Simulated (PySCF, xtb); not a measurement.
B-trichloroborazine (B3Cl3H3N3), SMILES ClB1NB(NB(Cl)N1)Cl.

xtb with GFN2-xTB at its own geometry gives an orbital gap of 5.39 eV and a dipole moment of 0.00 D.

Geometry: B3LYP-D3(BJ)/def2-SVP.

### Question
What does CAM-B3LYP/def2-SVP (PySCF) give? (The exact figures need the calculation; the answer reports its results.)

### Answer
gap 11.18 eV (levels -9.67 and 1.52 eV), dipole 0.00 D.
